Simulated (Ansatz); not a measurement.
Consider the formal exchange of groups at a C–Si bond: `CN[SiH](C)O` + `N#[C][SnH]([F])[F]` → `[CH3][Sn]([F])([F])[C]#N` + `CN[SiH2]O`.

Calculated with Ansatz (gas phase, PBE0-D4/def2-TZVP geometries, no zero-point term in ΔE). CCSD(T)/CBS is the MP2 limit (def2-TZVPP, def2-QZVPP) plus CCSD(T) − MP2 in def2-TZVPP, frozen cores. DFT in def2-TZVPP. HSE06 is defined as in plane-wave codes. def2 core potentials past Kr. For Sn outer-core shells are correlated without core-valence functions, which leaves a few kJ/mol of doubt a bond. Each species was taken in one conformer, which may not be the lowest.

```json
{"species": "`CN[SiH](C)O`", "HSE06-D4 energy (Eh)": "-500.90453"}
{"species": "`N#[C][SnH]([F])[F]`", "HSE06-D4 energy (Eh)": "-507.29730"}
{"species": "`[CH3][Sn]([F])([F])[C]#N`", "HSE06-D4 energy (Eh)": "-546.59431"}
{"species": "`CN[SiH2]O`", "HSE06-D4 energy (Eh)": "-461.60643"}
```

Work out ΔE.

ΔE = (-546.59431) + (-461.60643) − (-500.90453) − (-507.29730) = 0.00109 Eh = +0.7 kcal/mol. CCSD(T)/CBS gives -1.0 kcal/mol.

What do rigid-rotor, harmonic-oscillator terms from PBE0-D4/def2-TZVP frequencies (298.15 K, 1 bar) make of the CCSD(T)/CBS value? (An estimate is asked.)

Ansatz gave: ΔZPE = +0.6 kcal/mol, ΔH = -0.2 kcal/mol, ΔS = 9 J/(mol·K), ΔG = -0.9 kcal/mol. Modes under 50 cm⁻¹ make the entropy rough.

Largest T1 diagnostic among the species: 0.015.

The D4 term adds +0.7 kcal/mol with B3LYP and +0.4 kcal/mol with PBE0; it sums over pairs of atoms, weighted by their polarisabilities, and B3LYP, whose exchange is more repulsive, gets the larger term. Leaving LDA and LC-ωPBE aside and taking each functional with its dispersion term where it has one, the values, not all of them listed here, spread over 3.6 kcal/mol, from B2PLYP to B97M-V. LDA lies +1.9 kcal/mol from PBE without D4. From BLYP to BHLYP (50 % exact exchange), in def2-TZVPP and without D4, ΔE moves by +1.4 kcal/mol.

B3LYP here is the variant with VWN-RPA as its local correlation; programs differ in this.
